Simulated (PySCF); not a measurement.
NICS in isomers of [C7H14N3]+.

NICS is the negative of the GIAO shielding at a point without a nucleus: at the ring centre (0) and 1 Å above and below it (1); zz is the component along the ring normal. Level: GIAO PBE0/pcSseg-1 (PySCF, non-relativistic, gas phase) on the GFN2-xTB geometries, one conformer each. Atom numbers follow the mapped SMILES.

Task: Order these rings by mean NICS(1)zz, lowest (most negative) first (ppm).
A. ring N4–C5–C6–N7–N10 in `[CH3:1][CH2:2][CH2:3][n+:4]1[cH:5][cH:6][n:7]([CH2:8][CH3:9])[n:10]1` (charge +1)
B. ring C2–C3–N4–N6–N7 in `[CH3:1][c:2]1[cH:3][n:4]([CH3:5])[n:6][n+:7]1[CH:8]([CH3:9])[CH3:10]` (charge +1)
C. ring C2–C3–C5–N6–N7 in `[CH3:1][c:2]1[c:3]([NH3+:4])[cH:5][n:6][n:7]1[CH:8]([CH3:9])[CH3:10]` (charge +1)

Result: A (-30.7), B (-28.6), C (-27.6).

```
               SMILES                                                 ring  NICS(0)  NICS(1)  NICS(1)zz  HOMA  rms pucker (Å)  ring atoms with four or more neighbours
    CCC[n+]1ccn(CC)n1  5-membered ring with 3 N; formal bonds all aromatic    -14.1    -12.4      -30.7  0.98            0.00                                        0
  Cc1cn(C)n[n+]1C(C)C  5-membered ring with 3 N; formal bonds all aromatic    -13.3    -12.1      -28.6  0.98            0.00                                        0
Cc1c([NH3+])cnn1C(C)C  5-membered ring with 2 N; formal bonds all aromatic    -14.1    -11.4      -27.6  0.97            0.00                                        0
```

NICS(0) gives another order. The isotropic NICS(1) gives the same order. HOMA uses Krygowski's 1993 parameters. NICS(1) and NICS(1)zz are means over the two faces.
